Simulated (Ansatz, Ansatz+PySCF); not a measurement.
```yaml
atoms:
  - { symbol: S, position_ang: [0.0108, -0.0184, -0.9068] }
  - { symbol: S, position_ang: [-0.0294, -0.0252, 0.9204] }
```

Basis set: def2-SVP (spherical functions). Left uncorrelated: 10 orbitals. Correlation on ROHF uses semicanonical orbitals with singles. Charge 0, multiplicity 3.

Computed with Ansatz (development build ahead of 0.2.0); each method stands on the lowest determinant of its kind that the runs found. Restricted functionals stand beside restricted open-shell atoms, which can lie above the unrestricted atoms usual in DFT and then raise those values.

The atomization energy at this shape (free ground-state atoms in the same class of orbitals less the molecule, no zero-point energy) of triplet S2:

```
                        method  atomization energy
          ωB97X (unrestricted)             4.17 eV
r²SCAN (restricted open-shell)             4.50 eV
           PBE0 (unrestricted)             4.28 eV
  PBE0 (restricted open-shell)             4.31 eV
            PBE (unrestricted)             4.65 eV
   PBE (restricted open-shell)             4.69 eV
                  ROHF-CCSD(T)             3.45 eV
                     ROHF-CCSD             3.25 eV
                      ROHF-MP2             3.76 eV
                       UHF-MP2             3.64 eV
                           UHF             1.82 eV
                          ROHF             1.76 eV
```

Problem. What does r²SCAN (unrestricted) give?

Solution. 4.44 eV.
